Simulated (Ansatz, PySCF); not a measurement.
Reaction R1 → P1 + P2, each structure at its B3LYP-D3(BJ)/def2-TZVP stationary point, reached from a drawn start (curvature not checked).
P1, H2 (SMILES [H][H]) (charge 0, multiplicity 1):
```xyz
2

H      0.0000     0.0000     0.3720
H      0.0000     0.0000    -0.3720
```
P2: O atom, charge 0, multiplicity 3.
R1: H2O (SMILES O), charge 0, multiplicity 1.

P less R. No zero-point or thermal terms; singlets are restricted closed shells; open shells are unrestricted; no spin–orbit coupling.

Correlated levels freeze the cores.

Run with Ansatz (Gaussian basis) for Hartree–Fock, density functionals and correlated methods; PySCF for M06-2X. No computed number here is a measurement.

```tsv
level	reaction energy (kJ/mol)
HF/cc-pVTZ	294.2
PBE/def2-TZVPP	536.5
r2SCAN/def2-TZVPP	507.4
M06-2X/def2-TZVPP	509.7
B2PLYP/def2-TZVPP	502.6
MP2/cc-pVQZ	541.1
SCS-MP2/cc-pVQZ	523.9
CCSD/cc-pVDZ	?
CCSD(T)/cc-pVQZ	?
```

Q: Some entries are withheld; supply them.

A: 
- CCSD/cc-pVDZ, reaction energy (kJ/mol): 434.0
- CCSD(T)/cc-pVQZ, reaction energy (kJ/mol): 505.0

Ansatz is an electronic-structure program.
